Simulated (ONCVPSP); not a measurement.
## hafnium (Hf): excitation energies, all-electron against ONCV

* Element: Hf
* Generator: ONCVPSP 4.0.1
* Type: optimised norm-conserving Vanderbilt (ONCV)
* Functional: PBE
* Relativity: scalar-relativistic
* Frozen core: [Xe] 4f14
* Valence charge: 4
* Reference configuration: 5d2 6s2
* Partial waves: 6s: rc 2.75 bohr, ncon 4, nbas 9, qcut 2.3 1/bohr, 3 projectors, debl 3.6 Ha; p scattering state at 0.26 Ha: rc 2.45 bohr, ncon 4, nbas 8, qcut 2.8 1/bohr, 1 projector; 5d: rc 2.90 bohr, ncon 4, nbas 8, qcut 4.5 1/bohr, 2 projectors, debl 0.8 Ha
* Local potential: polynomial inside 1.85 bohr (lpopt 5, dvloc0 3 Ha)
* Core correction: none

Energies are relative to the spin-unpolarised reference configuration 5d2 6s2; without spin polarisation the order of configurations can differ from experiment. Not all tests gave a result: 1 of 4 tests not solved or not reliable.

| valence configuration | charge | ΔE all-electron (eV) | error AE − PS (meV) |
| --- | --- | --- | --- |
| 5d2 6s1 | +1 | 7.977 | +9.2 |
| 5d2 6s0 | +2 | 22.157 | +152 |
| 5d1 6s2 | +1 | 6.499 | +54 |

Levels in the configuration 5d2 6s1:

```json
{"level": "5d", "all-electron (eV)": "-9.207", "pseudo (eV)": "-9.231"}
{"level": "6s", "all-electron (eV)": "-10.975", "pseudo (eV)": "-10.937"}
```

Note: no bound ghost flagged but for a GHOST(-) flag that falls on a real empty level of the atom; GHOST(+) flagged for p at 22.4 eV, s at 169.0 eV.
